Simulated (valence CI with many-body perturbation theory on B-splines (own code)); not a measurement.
**Forbidden lines of Pt LXIII**

Computed by relativistic CI+MBPT: six valence electrons over a frozen Dirac-Fock core [Ne], radial functions for each j: 9 s, 9 p, 8 d, 6 f, 3 g, 1 h, with the one-electron correlation potential Σ1 (screened to all orders), the two-electron term Σ2, the three-electron term Σ3, Breit, model QED; selected single and double excitations, second order for the rest, scaled by the run's own slope (own B-spline code, finite nucleus).

No measured spectrum was set against this ion. As an estimate, large intervals hold to a few tenths of a per cent, small ones and those within an open d or f shell to about a per cent. Among the levels kept, up to 1000 cm⁻¹ of a level comes from second order outside the variational space, and about a tenth of that is noise between levels of different J, which matters for small intervals.

Lines 1 to 31 of 31 in falling wavelength, among levels below 837.73 eV, chosen from the decays that carry over 1 % of a level's rate. Wavelengths and rates use the calculated energies. Electric multipoles are in the length gauge with retardation, E1 and E2 with the static RPA response of the core. M1 uses the relativistic operator with retardation. S is in atomic units (e²a₀⁴ for E2 and M2, e²a₀⁶ for E3), for M1 in squared Bohr magnetons. Weak lines are less certain than strong ones. Lines between different terms over intervals too small for the method are left out, as are lines whose strength nearly cancels. The highest levels of a list are the least certain.

Levels are named by their leading jj configuration (3d3/2^4 stands for four electrons in 3d with j = 3/2), which in mixed levels can hold well under half, so a name can repeat and another be missing. Letters in brackets count levels of one name in rising energy.

```
λ vac (Å)                               Upper                               Lower  Type   A (s⁻¹)  S (a.u.)
    59190      (3s^2 3p1/2^2 3p3/2 3d3/2) J=0      (3s^2 3p1/2^2 3p3/2 3d3/2) J=1    M1  1.65e-01  1.27e+00
     1302      (3s^2 3p1/2^2 3p3/2 3d3/2) J=0      (3s^2 3p1/2^2 3p3/2 3d3/2) J=2    E2  2.00e-01  6.68e-04
    584.8          (3s^2 3p1/2^2 3p3/2^2) J=0          (3s^2 3p1/2^2 3p3/2^2) J=2    E2  1.58e+01  9.66e-04
    127.6      (3s^2 3p1/2^2 3p3/2 3d5/2) J=4      (3s^2 3p1/2^2 3p3/2 3d3/2) J=3    M1  5.54e+06  3.83e+00
    121.1      (3s^2 3p1/2 3p3/2^2 3d5/2) J=5      (3s^2 3p1/2 3p3/2^2 3d3/2) J=4    M1  6.02e+06  4.36e+00
    115.3  (3s^2 3p1/2 3p3/2^2 3d5/2) J=4 [b]  (3s^2 3p1/2 3p3/2^2 3d3/2) J=3 [a]    M1  3.51e+06  1.79e+00
    47.53      (3s^2 3p1/2^2 3p3/2 3d3/2) J=0          (3s^2 3p1/2^2 3p3/2^2) J=2    M2  4.50e+00  9.75e-10
    30.52  (3s^2 3p1/2 3p3/2^2 3d5/2) J=4 [a]      (3s^2 3p1/2^2 3p3/2 3d5/2) J=3    M1  2.29e+08  2.17e+00
    29.54  (3s^2 3p1/2 3p3/2^2 3d5/2) J=4 [b]      (3s^2 3p1/2^2 3p3/2 3d5/2) J=3    M1  6.13e+07  5.28e-01
    29.32      (3s^2 3p1/2 3p3/2^2 3d5/2) J=5      (3s^2 3p1/2^2 3p3/2 3d5/2) J=3    E2  5.00e+06  1.06e-03
    29.11  (3s^2 3p1/2 3p3/2^2 3d5/2) J=3 [a]      (3s^2 3p1/2^2 3p3/2 3d5/2) J=2    M1  3.82e+08  2.45e+00
    29.01            (3s^2 3p1/2 3p3/2^3) J=1          (3s^2 3p1/2^2 3p3/2^2) J=0    M1  2.51e+08  6.83e-01
    28.81      (3s^2 3p1/2 3p3/2^2 3d3/2) J=0      (3s^2 3p1/2^2 3p3/2 3d3/2) J=1    M1  7.70e+08  6.83e-01
    28.80      (3s^2 3p1/2 3p3/2^2 3d5/2) J=2      (3s^2 3p1/2^2 3p3/2 3d5/2) J=1    M1  4.41e+08  1.95e+00
    28.59  (3s^2 3p1/2 3p3/2^2 3d5/2) J=3 [a]      (3s^2 3p1/2^2 3p3/2 3d5/2) J=4    M1  1.86e+08  1.13e+00
    28.58  (3s^2 3p1/2 3p3/2^2 3d5/2) J=4 [a]      (3s^2 3p1/2^2 3p3/2 3d5/2) J=4    M1  5.42e+08  4.22e+00
    28.30  (3s^2 3p1/2 3p3/2^2 3d3/2) J=2 [a]      (3s^2 3p1/2^2 3p3/2 3d3/2) J=2    M1  4.21e+08  1.77e+00
    28.21  (3s^2 3p1/2 3p3/2^2 3d5/2) J=4 [b]      (3s^2 3p1/2^2 3p3/2 3d5/2) J=2    E2  8.23e+06  1.18e-03
    27.85      (3s^2 3p1/2 3p3/2^2 3d3/2) J=4      (3s^2 3p1/2^2 3p3/2 3d3/2) J=3    M1  1.31e+08  9.42e-01
    27.85      (3s^2 3p1/2 3p3/2^2 3d3/2) J=4      (3s^2 3p1/2^2 3p3/2 3d3/2) J=3    E2  1.36e+07  1.84e-03
    27.72  (3s^2 3p1/2 3p3/2^2 3d5/2) J=4 [b]      (3s^2 3p1/2^2 3p3/2 3d5/2) J=4    M1  8.53e+07  6.06e-01
    27.72  (3s^2 3p1/2 3p3/2^2 3d5/2) J=4 [b]      (3s^2 3p1/2^2 3p3/2 3d5/2) J=4    E2  8.74e+06  1.15e-03
    27.64            (3s^2 3p1/2 3p3/2^3) J=1          (3s^2 3p1/2^2 3p3/2^2) J=2    M1  7.02e+08  1.65e+00
    27.64            (3s^2 3p1/2 3p3/2^3) J=1          (3s^2 3p1/2^2 3p3/2^2) J=2    E2  1.48e+07  6.39e-04
    27.52      (3s^2 3p1/2 3p3/2^2 3d5/2) J=5      (3s^2 3p1/2^2 3p3/2 3d5/2) J=4    M1  1.36e+08  1.16e+00
    27.52      (3s^2 3p1/2 3p3/2^2 3d5/2) J=5      (3s^2 3p1/2^2 3p3/2 3d5/2) J=4    E2  1.28e+07  1.98e-03
    27.25      (3s^2 3p1/2 3p3/2^2 3d3/2) J=4      (3s^2 3p1/2^2 3p3/2 3d3/2) J=2    E2  6.32e+06  7.63e-04
    27.03            (3s^2 3p1/2 3p3/2^3) J=2          (3s^2 3p1/2^2 3p3/2^2) J=2    M1  4.28e+08  1.57e+00
    27.03            (3s^2 3p1/2 3p3/2^3) J=2          (3s^2 3p1/2^2 3p3/2^2) J=2    E2  2.19e+07  1.41e-03
    26.38  (3s^2 3p1/2 3p3/2^2 3d5/2) J=3 [b]      (3s^2 3p1/2^2 3p3/2 3d5/2) J=2    M1  2.95e+07  1.41e-01
    25.96  (3s^2 3p1/2 3p3/2^2 3d5/2) J=3 [b]      (3s^2 3p1/2^2 3p3/2 3d5/2) J=4    M1  3.79e+08  1.72e+00
```
